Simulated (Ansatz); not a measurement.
Basis-set extrapolation for Cl2H4OSi2, SMILES `[SiH3]O[SiH](Cl)Cl` (PBE0-D4/def2-TZVP geometry, frozen core, Ansatz). Multiplicity 1, RHF reference.

|  | def2-TZVPP | def2-QZVPP |
| --- | --- | --- |
| HF | -1574.354826 | -1574.403220 |
| MP2 correlation | -0.849798 | -0.927932 |
| CCSD(T) correlation | -0.943866 | not run |

Energies in hartree. Use E(X) = E(∞) + A·exp(−7.88·√X) for Hartree–Fock and E(X) = E(∞) + B·X^(−2.97) for correlation, with X = 3 and 4, and add CCSD(T) minus MP2 of the smaller set to the MP2 limit.

Q: What is the CCSD(T) energy at the basis-set limit?

A: HF limit: -1574.403220 + (-0.048394) × 0.13774 = -1574.40989. MP2 limit: -0.927932 + (-0.078134) × 0.74074 = -0.98581. Higher-order term: -0.943866 − (-0.849798) = -0.09407. Total: -1575.48977 hartree, 119.9 kcal/mol below CCSD(T)/def2-TZVPP.
